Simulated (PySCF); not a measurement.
## A small calculation by hand: oscillator strength and radiative lifetime

CH6ClGeN, SMILES [CH3][Ge@H]([NH2])[Cl].

Coordinates come from a ωB97X-D3(BJ)/def2-SVP optimisation. The structure was generated by enumeration; whether it is a known compound was not checked. The values are those of a single conformer.

PySCF 2.14.0 with TDDFT-PBE/def2-SVPD puts the first singlet state with f over 0.02 at 6.08 eV (vertical), with the transition dipole (-0.106, 0.422, 0.307) in atomic units.

Problem. Find the oscillator strength, the wavelength and the radiative lifetime that this transition would have in vacuum if emission retraced absorption.

Solution. 
|μ|² = 0.2836 au, so |μ| = 1.35 D. ΔE = 6.08/27.211 = 0.2234 hartree. f = (2/3) ΔE |μ|² = 0.042 (the program prints 0.042).
λ = 1239.84/6.08 = 204 nm; ν = 49038 cm⁻¹.
Einstein's coefficient A = 0.6670 ν² f s⁻¹ (ν in cm⁻¹) = 6.8e7 s⁻¹, so τ = 1/A = 15 ns. This state is S1. The figure is the radiative limit of this one transition; relaxation, internal conversion, crossing to triplets and a medium change what is measured.
